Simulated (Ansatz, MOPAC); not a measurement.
Molecule: difluorosilane, SiH₂F₂, net charge 0, singlet state. SMILES: F[SiH2]F
Coordinates optimised at B3LYP-D3(BJ)/def2-TZVP (Ansatz, an electronic-structure program):
```
Si
F 1 1.5916
F 1 1.5916 2 107.98
H 1 1.4696 2 108.50 3 -117.41
H 1 1.4696 4 114.67 2 121.46
```
Charge 0, spin multiplicity 1.

Wanted: vertical ionisation energy to the doublet, in eV. Set-up: six Cartesian d functions in 6-31G* and its kin unless marked 5d; UHF or UKS for open shells; non-relativistic; no spin-orbit coupling; frozen cores in correlated levels; each state is the SCF solution reached for its charge and spin; dispersion terms only where a functional's name holds one. CBS marks a two-point X^-3 extrapolation of the correlation energy; Hartree-Fock from the larger set. The bracket is a focal-point correction in the basis named. Ab initio and DFT rows: single points at B3LYP-D3(BJ) geometries (Ansatz). Semi-empirical rows: differences of heats of formation at the shared geometry for vertical values.

| species | coefficient | E at B3LYP/6-31G* (Ansatz), Eh | E at wB97X-V/def2-TZVPD (Ansatz), Eh | heat of formation at PM3 (MOPAC), kcal/mol |
|---|---|---|---|---|
| charge 1, doublet | +1 | -490.02997 | -490.02133 | 68.92 |
| charge 0, singlet | -1 | -490.48948 | -490.49536 | -174.05 |

Coupled cluster (Ansatz) is a level with limits of its own, used here on species with T1 under 0.025 (0.045 for open shells) and stable references: RI-MP2/CBS(aug-cc-pV(T+d)Z,aug-cc-pV(Q+d)Z)+[CCSD(T)-MP2]/aug-cc-pV(T+d)Z. Value to compare with, RI-MP2/CBS(aug-cc-pV(T+d)Z,aug-cc-pV(Q+d)Z)+[CCSD(T)-MP2]/aug-cc-pV(T+d)Z (Ansatz): 13.18 eV. 1 Eh = 27.2114 eV and 1 eV = 23.0605 kcal/mol.

**Question.** Compute it at each level from the table, and compare with RI-MP2/CBS(aug-cc-pV(T+d)Z,aug-cc-pV(Q+d)Z)+[CCSD(T)-MP2]/aug-cc-pV(T+d)Z (Ansatz).

**Answer.** 
- B3LYP/6-31G*: the sum of coefficient times E is 0.45951 Eh, or 12.504 eV. Result: 12.50 eV. Its difference against RI-MP2/CBS(aug-cc-pV(T+d)Z,aug-cc-pV(Q+d)Z)+[CCSD(T)-MP2]/aug-cc-pV(T+d)Z (Ansatz) is -0.68 eV.
- wB97X-V/def2-TZVPD: the sum of coefficient times E is 0.47403 Eh, or 12.899 eV. Result: 12.90 eV. Its difference against RI-MP2/CBS(aug-cc-pV(T+d)Z,aug-cc-pV(Q+d)Z)+[CCSD(T)-MP2]/aug-cc-pV(T+d)Z (Ansatz) is -0.28 eV.
- PM3: the sum of coefficient times heat of formation is 242.97 kcal/mol, or 10.54 eV. Its difference against RI-MP2/CBS(aug-cc-pV(T+d)Z,aug-cc-pV(Q+d)Z)+[CCSD(T)-MP2]/aug-cc-pV(T+d)Z (Ansatz) is -2.64 eV.
